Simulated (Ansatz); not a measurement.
Geometry optimisation, UKS BHLYP-D4/def2-SVP (Ansatz 0.2.0).

Input file:

```yaml
crystal:
  periodic: [false, false, false]
  atoms:
    - { symbol: S, position_ang: [-0.3243, -1.9071, 1.1472] }
    - { symbol: C, position_ang: [-0.5529, -1.0111, -0.0026] }
    - { symbol: Ge, position_ang: [0.3019, 0.6962, -0.0834] }
    - { symbol: H, position_ang: [-0.37834, -3.0358, 1.93936] }
    - { symbol: H, position_ang: [-0.0229, 1.4012, -1.4152] }
    - { symbol: H, position_ang: [-0.1281, 1.58, 1.126] }
    - { symbol: H, position_ang: [1.8952, 0.4856, 0.0099] }
magnetization:
  spin_polarized: true
basis:
  gaussian: { orbitals: def2-SVP }
hamiltonian:
  xc: { name: BHLYP }
  dispersion: d4
relax:
  f_tol: 0.02
  max_steps: 50
```

Run as:

```bash
$ ansatz run input.yaml --threads 2 --pin off --max-ram 3072MiB --backend cpu --events-out ev --progress --plain --runs-dir out
```

**Question.** Where does it end, and by what steps?

**Answer.** It converged. After 13 steps the energy has fallen by 3.431 eV; C2 moved furthest, 0.69 Å. The start is strongly strained (largest force component 10 eV/Å).

| step | energy less start (eV) | largest force component (eV/Å) | accepted |
| --- | --- | --- | --- |
| 0 | 0.0000 | 10.036 | yes |
| 1 | -1.9549 | 5.250 | yes |
| 2 | -2.9551 | 1.642 | yes |
| 3 | -3.2249 | 1.920 | yes |
| 4 | -3.3239 | 1.350 | yes |
| 5 | -3.3629 | 0.227 | yes |
| 6 | -3.3803 | 0.097 | yes |
| 7 | -3.3841 | 0.172 | yes |
| 8 | -3.4001 | 0.166 | yes |
| 9 | -3.4237 | 0.091 | yes |
| 10 | -3.3542 | 1.512 | no |
| 11 | -3.4292 | 0.101 | yes |
| 12 | -3.4309 | 0.045 | yes |
| 13 | -3.4313 | 0.005 | yes |

```xyz
7
Properties=species:S:1:pos:R:3
S -0.585 -1.688 1.589
C 0.075 -1.234 0.162
Ge 0.418 0.675 -0.045
H -0.700 -3.036 1.444
H -0.347 1.122 -1.292
H 0.007 1.554 1.150
H 1.922 0.816 -0.285
```

Whether the end is a true minimum wasn't checked by a vibrational analysis.

Run time: 69 s on 2 threads of AMD EPYC 7R13 Processor (Zen 3) (shared host), peak memory 0.3 GiB.
